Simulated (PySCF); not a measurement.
All values below come from PBE-D3(BJ)/def2-TZVP // B3LYP-D3(BJ)/def2-SVP in PySCF 2.14.0. Isolated molecules, 0 K electronic values unless said otherwise. One relaxed conformer stands for a flexible species; it need not be the lowest. 

Reference species (SMILES): `Bc1cc2ccsc2cc1C=C` (neutral, multiplicity 1).

```yaml
HOMO–LUMO gap: 2.80 eV
HOMO: -5.50 eV
LUMO: -2.70 eV
```

After one change: the HOMO–LUMO gap falls by 0.06 eV; the HOMO falls by 0.05 eV; the LUMO decreases by 0.11 eV.

### Question
Which change was made? The new species is one of these.
A) `Bc1cc2cc(C=C)ccc2s1`
B) `Bc1cc2sccc2cc1C=C`
C) `Bc1cc2cccc(C=C)c2s1`
D) `Bc1cc2c(C=C)cccc2s1`

### Answer
B, `Bc1cc2sccc2cc1C=C`
